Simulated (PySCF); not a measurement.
PySCF input file for C4H4Cl2, SMILES C=C(Cl)/C=C\Cl, TDDFT-PBE/def2-SVPD. Geometry optimised at ωB97X-D3(BJ)/def2-SVP. The structure was generated by enumeration; whether it is a known compound was not checked. Other conformers were not sampled.

```python
import numpy as np
from pyscf import gto, scf, dft, tdscf

mol = gto.M(
    atom='''
    C    -2.44728027   -0.84810423   -0.44669573
    C    -1.20740703   -0.40145684   -0.20793936
    Cl   -1.00332200    1.11554785    0.61200407
    C    -0.01980563   -1.16402936   -0.62160654
    C     1.29472541   -0.93775102   -0.50992619
    Cl    2.08997217    0.41166737    0.20220312
    H    -3.32403943   -0.27653146   -0.13633450
    H    -2.59706345   -1.80081604   -0.96106240
    H    -0.27354570   -2.10475400   -1.12133698
    H     2.00020105   -1.67250830   -0.90578156
    ''',
    basis='def2-SVPD',
    charge=0,
    spin=0,
    max_memory=1600,
    verbose=4,
)
mf = dft.RKS(mol, xc='pbe').density_fit(auxbasis='def2-universal-jkfit')
mf.grids.level = 3
mf.conv_tol = 1e-9
mf.max_cycle = 100
mf.kernel()
mf.grids = dft.Grids(mol).set(level=1).build(with_non0tab=True)  # coarser grid for the response kernel
td = tdscf.TDDFT(mf)
td.singlet = True
td.nstates = 10
td.conv_tol = 1e-4
td.positive_eig_threshold = 1e-6
td.kernel(x0=td.get_init_guess(mf, 15))
td.analyze()
tt = tdscf.TDA(mf)
tt.singlet = False
tt.nstates = 4
tt.conv_tol = 1e-4
tt.positive_eig_threshold = 1e-6
tt.kernel(x0=tt.get_init_guess(mf, 9))
tt.analyze(verbose=3)
```

Output:

```
PySCF version 2.14.0

[INPUT] verbose = 4
[INPUT] num. atoms = 10
[INPUT] num. electrons = 62
[INPUT] charge = 0
[INPUT] spin (= nelec alpha-beta = 2S) = 0
[INPUT] symmetry False subgroup None
[INPUT] Mole.unit = angstrom
[INPUT] Symbol           X                Y                Z      unit          X                Y                Z       unit  Magmom
[INPUT]  1 C     -2.447280270000  -0.848104230000  -0.446695730000 AA   -4.624689460352  -1.602684719785  -0.844132590713 Bohr   0.0
[INPUT]  2 C     -1.207407030000  -0.401456840000  -0.207939360000 AA   -2.281668607575  -0.758643478433  -0.392948440917 Bohr   0.0
[INPUT]  3 Cl    -1.003322000000   1.115547850000   0.612004070000 AA   -1.896003794751   2.108079915347   1.156520079419 Bohr   0.0
[INPUT]  4 C     -0.019805630000  -1.164029360000  -0.621606540000 AA   -0.037427216424  -2.199696691353  -1.174666117838 Bohr   0.0
[INPUT]  5 C      1.294725410000  -0.937751020000  -0.509926190000 AA    2.446676431415  -1.772092600832  -0.963620842843 Bohr   0.0
[INPUT]  6 Cl     2.089972170000   0.411667370000   0.202203120000 AA    3.949475009263   0.777938583720   0.382108518333 Bohr   0.0
[INPUT]  7 H     -3.324039430000  -0.276531460000  -0.136334500000 AA   -6.281524149955  -0.522568724226  -0.257634866330 Bohr   0.0
[INPUT]  8 H     -2.597063450000  -1.800816040000  -0.961062400000 AA   -4.907738648618  -3.403049116324  -1.816144724617 Bohr   0.0
[INPUT]  9 H     -0.273545700000  -2.104754000000  -1.121336980000 AA   -0.516926455552  -3.977408619583  -2.119019785547 Bohr   0.0
[INPUT] 10 H      2.000201050000  -1.672508300000  -0.905781560000 AA    3.779832178567  -3.160582628062  -1.711679077081 Bohr   0.0

nuclear repulsion = 321.199820993805
number of shells = 70
number of NR pGTOs = 250
number of NR cGTOs = 166
basis = def2-SVPD
ecp = {}


******** <class 'pyscf.df.df_jk.DFRKS'> ********
method = DFRKS
initial guess = minao
damping factor = 0
level_shift factor = 0
DIIS = <class 'pyscf.scf.diis.CDIIS'>
diis_start_cycle = 1
diis_space = 8
diis_damp = 0
SCF conv_tol = 1e-09
SCF conv_tol_grad = None
SCF max_cycles = 100
direct_scf = False
XC library pyscf.dft.libxc version 7.1.2
    S. Lehtola, C. Steigemann, M. J. T. Oliveira, and M. A. L. Marques,  SoftwareX 7, 1–5 (2018)
XC functionals = pbe
    J. P. Perdew, K. Burke, and M. Ernzerhof,  Phys. Rev. Lett. 77, 3865 (1996)
    J. P. Perdew, K. Burke, and M. Ernzerhof,  Phys. Rev. Lett. 78, 1396 (1997)
    J. P. Perdew, K. Burke, and M. Ernzerhof,  Phys. Rev. Lett. 77, 3865 (1996)
    J. P. Perdew, K. Burke, and M. Ernzerhof,  Phys. Rev. Lett. 78, 1396 (1997)
radial grids:
    Treutler-Ahlrichs [JCP 102, 346 (1995); DOI:10.1063/1.469408] (M4) radial grids

becke partition: Becke, JCP 88, 2547 (1988); DOI:10.1063/1.454033
pruning grids: <function nwchem_prune>
grids dens level: 3
symmetrized grids: False
atomic radii adjust function: <function treutler_atomic_radii_adjust>
small_rho_cutoff = 0
Set gradient conv threshold to 3.16228e-05
Initial guess from minao.
tot grids = 133464
init E= -1074.74322304019
  HOMO = -0.270452770882645  LUMO = -0.130612854304595  gap/eV = 3.80524
cycle= 1 E= -1074.18621166598  delta_E= 0.557  |g|= 0.385  |ddm|= 6.54
  HOMO = -0.177784540371407  LUMO = -0.044990190790775  gap/eV = 3.61352
cycle= 2 E= -1074.09342152556  delta_E= 0.0928  |g|= 0.663  |ddm|= 1.54
  HOMO = -0.211607871568686  LUMO = -0.0816649195835084  gap/eV = 3.53593
cycle= 3 E= -1074.20489599754  delta_E= -0.111  |g|= 0.257  |ddm|= 1.19
  HOMO = -0.22028562365306  LUMO = -0.0904412465613329  gap/eV = 3.53325
cycle= 4 E= -1074.22707423656  delta_E= -0.0222  |g|= 0.0346  |ddm|= 0.503
  HOMO = -0.219491972898602  LUMO = -0.0888969354379769  gap/eV = 3.55367
cycle= 5 E= -1074.22722672673  delta_E= -0.000152  |g|= 0.0245  |ddm|= 0.15
  HOMO = -0.219133462017015  LUMO = -0.088985900202184  gap/eV = 3.54150
cycle= 6 E= -1074.22737666682  delta_E= -0.00015  |g|= 0.00664  |ddm|= 0.0543
  HOMO = -0.219258861364135  LUMO = -0.0891320869467154  gap/eV = 3.54093
cycle= 7 E= -1074.22738676536  delta_E= -1.01e-05  |g|= 0.00265  |ddm|= 0.019
  HOMO = -0.219237020059288  LUMO = -0.0890629220819217  gap/eV = 3.54222
cycle= 8 E= -1074.22738859528  delta_E= -1.83e-06  |g|= 0.000741  |ddm|= 0.00529
  HOMO = -0.219240772307176  LUMO = -0.0890825173928418  gap/eV = 3.54179
cycle= 9 E= -1074.22738875486  delta_E= -1.6e-07  |g|= 0.000136  |ddm|= 0.00192
  HOMO = -0.219231626968353  LUMO = -0.0890716389580142  gap/eV = 3.54183
cycle= 10 E= -1074.22738875914  delta_E= -4.28e-09  |g|= 5.61e-05  |ddm|= 0.00048
  HOMO = -0.219234218365244  LUMO = -0.0890753248848326  gap/eV = 3.54180
cycle= 11 E= -1074.22738875995  delta_E= -8.09e-10  |g|= 1.67e-05  |ddm|= 0.00018
  HOMO = -0.219233492364333  LUMO = -0.0890737238663699  gap/eV = 3.54183
Extra cycle  E= -1074.22738875981  delta_E= 1.39e-10  |g|= 2.71e-05  |ddm|= 0.000116
converged SCF energy = -1074.22738875981
tot grids = 43240
Overwritten attributes  positive_eig_threshold  of <class 'pyscf.tdscf.rks.CasidaTDDFT'>


******** <class 'pyscf.tdscf.rks.CasidaTDDFT'> for <class 'pyscf.df.df_jk.DFRKS'> ********
nstates = 10 singlet
deg_eia_thresh = 1.000e-03
wfnsym = None
conv_tol = 0.0001
eigh lindep = 1e-12
eigh level_shift = 0
eigh max_cycle = 100


Excitation energies (eV)
[4.62486622 4.7702865  5.15728044 5.53877939 5.77864654 5.81828573
 6.14229891 6.50316908 6.57453137 6.64550792]

** Singlet excitation energies and oscillator strengths **
Excited State   1:      4.62487 eV    268.08 nm  f=0.0003
      30 -> 32        0.70691
Excited State   2:      4.77029 eV    259.91 nm  f=0.3521
      27 -> 32       -0.13997
      29 -> 32        0.12347
      31 -> 32       -0.67460
Excited State   3:      5.15728 eV    240.41 nm  f=0.0568
      29 -> 32       -0.65224
      31 -> 32       -0.12762
      31 -> 35        0.22678
Excited State   4:      5.53878 eV    223.85 nm  f=0.0000
      31 -> 33        0.70435
Excited State   5:      5.77865 eV    214.56 nm  f=0.0000
      28 -> 32        0.70682
Excited State   6:      5.81829 eV    213.09 nm  f=0.0005
      31 -> 34       -0.70208
Excited State   7:      6.14230 eV    201.85 nm  f=0.0000
      31 -> 36       -0.70382
Excited State   8:      6.50317 eV    190.65 nm  f=0.0293
      25 -> 32        0.22433
      27 -> 32       -0.15489
      29 -> 32        0.17877
      31 -> 35        0.60799
Excited State   9:      6.57453 eV    188.58 nm  f=0.0044
      31 -> 37        0.70613
Excited State  10:      6.64551 eV    186.57 nm  f=0.0031
      30 -> 33        0.68955
      30 -> 34        0.10543

** Transition electric dipole moments (AU) **
state          X           Y           Z        Dip. S.      Osc.
  1        -0.0163      0.0204     -0.0457      0.0028      0.0003
  2         1.6937      0.3378      0.1725      3.0124      0.3521
  3         0.6693     -0.0334     -0.0233      0.4496      0.0568
  4         0.0035     -0.0002     -0.0045      0.0000      0.0000
  5         0.0047     -0.0079      0.0149      0.0003      0.0000
  6        -0.0034      0.0250     -0.0531      0.0035      0.0005
  7         0.0006      0.0032     -0.0048      0.0000      0.0000
  8        -0.3271      0.2406      0.1387      0.1841      0.0293
  9         0.0055     -0.0833      0.1429      0.0274      0.0044
 10         0.1309      0.0389      0.0198      0.0190      0.0031

** Transition velocity dipole moments (imaginary part, AU) **
state          X           Y           Z        Dip. S.      Osc.
  1        -0.0027      0.0032     -0.0073      0.0001      0.0003
  2         0.2917      0.0596      0.0305      0.0895      0.3405
  3         0.1249     -0.0063     -0.0043      0.0156      0.0550
  4         0.0007      0.0016     -0.0041      0.0000      0.0001
  5         0.0010     -0.0013      0.0025      0.0000      0.0000
  6        -0.0007      0.0089     -0.0179      0.0004      0.0012
  7         0.0001      0.0019     -0.0034      0.0000      0.0000
  8        -0.0764      0.0580      0.0336      0.0103      0.0288
  9         0.0013     -0.0268      0.0468      0.0029      0.0080
 10         0.0339      0.0102      0.0052      0.0013      0.0035

** Transition magnetic dipole moments (imaginary part, AU) **
state          X           Y           Z
  1        -0.2406     -0.0433     -0.0097
  2        -0.0083      0.4453     -0.8324
  3        -0.0020      0.1643     -0.3094
  4        -0.0611     -0.0936     -0.0599
  5        -0.1247     -0.4455     -0.2411
  6         0.0086      0.0672      0.0340
  7        -0.1717     -0.2325     -0.1206
  8         0.0132     -0.5540      1.0120
  9         0.3798     -0.4347     -0.2570
 10         0.0065     -0.1328      0.2640
Overwritten attributes  positive_eig_threshold  of <class 'pyscf.tdscf.rks.TDA'>


******** <class 'pyscf.tdscf.rks.TDA'> for <class 'pyscf.df.df_jk.DFRKS'> ********
nstates = 4 triplet
deg_eia_thresh = 1.000e-03
wfnsym = None
conv_tol = 0.0001
eigh lindep = 1e-12
eigh level_shift = 0
eigh max_cycle = 100


Excitation energies (eV)
[2.9151674  4.419939   4.5298544  5.38544633]

** Triplet excitation energies and oscillator strengths **
Excited State   1:      2.91517 eV    425.31 nm  f=0.0000
Excited State   2:      4.41994 eV    280.51 nm  f=0.0000
Excited State   3:      4.52985 eV    273.70 nm  f=0.0000
Excited State   4:      5.38545 eV    230.22 nm  f=0.0000
```

Self-consistency was reached.

Cost: about 50 core-seconds (a rough figure).
